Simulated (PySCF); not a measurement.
## Electron correlation in Ni (nickel, neutral)

[Ar] 3d9 4s1, high-spin 3D determinant (an excited configuration). All numbers are calculated (PySCF 2.14, no relativity, point nucleus, in aug-cc-pwCVTZ (10s9p7d4f3g, 127 functions)). Frozen: [Ne]; 18 electrons correlated.

MP2 pair energies summed by pair of shells (mhartree):

| pair | energy | share (%) |
| --- | --- | --- |
| 3d-3d | -412.82 | 45.3 |
| 3p-3d | -286.85 | 31.5 |
| 3p-3p | -74.18 | 8.1 |
| 3s-3d | -63.18 | 6.9 |
| 3s-3p | -38.24 | 4.2 |
| 3d-4s | -25.79 | 2.8 |
| 3s-3s | -5.50 | 0.6 |
| 3p-4s | -3.51 | 0.4 |
| 3s-4s | -0.40 | 0.0 |

Total MP2 correlation energy: -910.47 mhartree.

Same-spin part -299.06 and opposite-spin part -611.40 mhartree; SCS-MP2 scales them by 1/3 and 6/5 to -833.37 mhartree.
